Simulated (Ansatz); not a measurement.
Total energies of `[F][GeH]([Cl])[Br]`.

Cartesian coordinates in Å:
```
F -1.2688 -0.3346 -1.1319
Ge -0.0581 0.1355 -0.0026
Cl -0.4796 -0.9077 1.7947
Br 1.9373 -0.5391 -0.8520
H -0.1308 1.6459 0.1919
```

Charge 0, multiplicity 1. Correlated methods include outer-core shells of Br, Ge, which these sets cover unevenly. Scalar relativity is left out up to krypton. All single points use the PBE0-D4/def2-TZVP geometry. Basis def2-TZVPP, Ansatz.

RPA on PBE orbitals: Hartree–Fock energy of these orbitals -5207.42463 Eh, correlation -1.45559 Eh (frozen core).

```
functional  energy without D4 (Eh)  D4 term (kJ/mol)
    r2SCAN             -5211.89783              -3.1
    B2PLYP             -5211.05858                 –
```

Question: Give the same for LDA (SPW92), PBE, revPBE, BLYP, B97M-V, PBE0, B3LYP, r2SCANh, r2SCAN0, HSE06 (plane-wave form), BHLYP, CAM-B3LYP, LC-ωPBE, ωB97X-V, ωB97M-V, PBE-QIDH. (Best estimate.)

Answer: Ansatz gave: 
```csv
functional,energy without D4 (Eh),D4 term (kJ/mol)
LDA (SPW92),-5203.15120,–
PBE,-5211.00469,-14.2
revPBE,-5211.48460,-34.4
BLYP,-5212.05744,-30.4
B97M-V,-5210.98554,–
PBE0,-5211.18451,-12.2
B3LYP,-5212.07528,-23.5
r2SCANh,-5211.88216,-3.4
r2SCAN0,-5211.86036,-3.8
HSE06 (plane-wave form),-5211.17819,-11.6
BHLYP,-5211.92549,-21.4
CAM-B3LYP,-5212.22753,-12.7
LC-ωPBE,-5211.18119,–
ωB97X-V,-5211.46218,–
ωB97M-V,-5211.68569,–
PBE-QIDH,-5210.45724,–
```

B3LYP takes the VWN-RPA correlation (the form of Gaussian; ORCA's B3LYP/G). HSE06 is the plane-wave form, built on full-range PBE exchange. The double hybrids freeze the cores in their second-order part.

LC-ωPBE has ω = 0.4 bohr⁻¹.
